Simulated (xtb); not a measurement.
SeBr2, SMILES Br[Se]Br. All values are semi-empirical tight-binding results from xtb (GFN2-xTB unless named), good for trends rather than for accurate numbers. Geometry: GFN2-xTB.

Optimised geometry:

```xyz
3

Se     0.0000     0.0000     0.9800
Br     0.0000     1.7798    -0.4760
Br     0.0000    -1.7798    -0.4760
```
Charge 0, spin multiplicity 1.

```yaml
point_group_as_xtb_finds_it: C2v
orbital_gap: 2.63 eV
zero_point_energy: 0.9 kcal/mol
G − E(el) at 298.15 K (modified RRHO): -18.4 kcal/mol
static polarisability (D4 model): 70.6 bohr³
solvation energy, GFN2-xTB/ALPB(water): 0.3 kcal/mol
solvation energy, GFN2-xTB/ALPB(hexane): -2.8 kcal/mol
```

Give the atomic charges and the Wiberg bond orders between heavy atoms. (Estimate from the structure and the level; the computed values follow.)

charges (e) Se1 0.08, Br2 -0.04, Br3 -0.04. Bond orders Se1–Br2 1.31, Se1–Br3 1.31.
